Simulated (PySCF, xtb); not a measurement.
Ti(OH)2(NH2)2 (H6N2O2Ti), SMILES [NH2][Ti]([NH2])([OH])[OH], multiplicity 1. One conformer was computed; it need not be the lowest.

Harmonic wavenumbers (cm⁻¹) from GFN2-xTB run with xtb at its own minimum, in rising order: 57, 106, 119, 146, 160, 178, 181, 196, 235, 279, 307, 377, 430, 489, 508, 518, 580, 602, 670, 1489, 1493, 3282, 3294, 3307, 3317, 3595, 3618.

Question: What does PBE-D3(BJ)/def2-SVP run with PySCF give at its own minimum? (Estimate from the structure and the level; the computed values follow.)

Answer: 158, 164, 175, 182, 190, 246, 273, 297, 358, 370, 395, 461, 494, 503, 512, 655, 707, 745, 767, 1434, 1436, 3455, 3457, 3558, 3560, 3771, 3775. Paired by order, the mean absolute difference is 103 cm⁻¹ and the zero-point energies are 42.2 and 45.9 kcal/mol.
